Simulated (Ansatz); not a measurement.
System: sum formula HSiO$_{2}$Cl$_{2}$ (charge 0, doublet). It need not be the lowest isomer of its formula. SMILES: [O][Si](O)(Cl)Cl
Coordinates optimised at B3LYP-D3(BJ)/def2-TZVP (Ansatz, a quantum-chemistry and plane-wave program):
```xyz
6

Si     0.3344     0.0604    -0.1098
Cl    -0.3698    -0.1512     1.7996
Cl    -1.1557    -0.0763    -1.4747
O      0.9527     1.5788     0.0389
O      1.4225    -1.0637    -0.5319
H      2.2505    -1.0993    -0.0422
```
Charge 0, spin multiplicity 2.

Computed values are from Ansatz. Valence correlation only, unless marked. UHF or UKS for open shells. No spin-orbit coupling. Non-relativistic. CBS marks a two-point X^-3 extrapolation of the correlation energy; Hartree-Fock from the larger set. [CCSD(T)-MP2]/basis is that difference in the basis named.

Task: What is the T1 diagnostic at CCSD/cc-pV(T+d)Z?

Result: 0.014.

Task: What is the total energy at RI-MP2/CBS(cc-pV(T+d)Z,cc-pV(Q+d)Z)+[CCSD(T)-MP2]/cc-pV(T+d)Z?

Result: -1359.6864 Eh.

Task: What is the atomisation energy De at RI-MP2/CBS(cc-pV(T+d)Z,cc-pV(Q+d)Z)+[CCSD(T)-MP2]/cc-pV(T+d)Z?

Result: 2160.9 kJ/mol.

Task: What is the dipole moment at CCSD(T)/aug-cc-pV(D+d)Z?

Result: 1.65 D.
